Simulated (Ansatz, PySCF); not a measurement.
This PySCF input computes a CCSD(T)/cc-pVDZ energy:

```python
from pyscf import gto, scf, mp, cc as ccmod

mol = gto.M(
    atom='''
    B    -0.19463867   -0.06149500    0.42035150
    N    -1.20608749    0.25882565   -0.44835362
    N     1.21469492   -0.24780246   -0.03879116
    H    -0.29375662   -0.25772305    1.64133683
    H    -2.11196632    0.28861145    0.01556224
    H     1.93448475    0.04774820    0.60650442
    H     1.38417956    0.15167596   -0.95514754
    ''',
    basis='cc-pvdz',
    charge=-1,
    spin=0,
    verbose=4,
)

mf = scf.RHF(mol)
mf.conv_tol = 1e-10
mf.max_cycle = 100
mf.kernel()
mp2 = mp.MP2(mf, frozen=3).run()
cc = ccmod.CCSD(mf, frozen=3)
cc.max_cycle = 100
cc.kernel()
et = cc.ccsd_t()
print(f'E(CCSD(T)) = {cc.e_tot + et:.9f}')
```

Write an input for the same energy in Ansatz (an electronic-structure program) and say what it gives.


Ansatz 0.2 input:
```yaml
crystal:
  periodic: [false, false, false]
  atoms:
    - {symbol: B, position_ang: [-0.19463867, -0.06149500, 0.42035150]}
    - {symbol: N, position_ang: [-1.20608749, 0.25882565, -0.44835362]}
    - {symbol: N, position_ang: [1.21469492, -0.24780246, -0.03879116]}
    - {symbol: H, position_ang: [-0.29375662, -0.25772305, 1.64133683]}
    - {symbol: H, position_ang: [-2.11196632, 0.28861145, 0.01556224]}
    - {symbol: H, position_ang: [1.93448475, 0.04774820, 0.60650442]}
    - {symbol: H, position_ang: [1.38417956, 0.15167596, -0.95514754]}
basis:
  gaussian:
    orbitals: cc-pVDZ
total_charge: -1
magnetization: {spin_polarized: false}
correlation: {method: ccsd_t, electrons: outside_noble_gas}
```
It gives -136.41284 Eh, and PySCF -136.41285 Eh, a difference of 0.01 mEh.

It need not be the lowest isomer of its formula. Whether it binds its extra electron was not tested at this geometry.
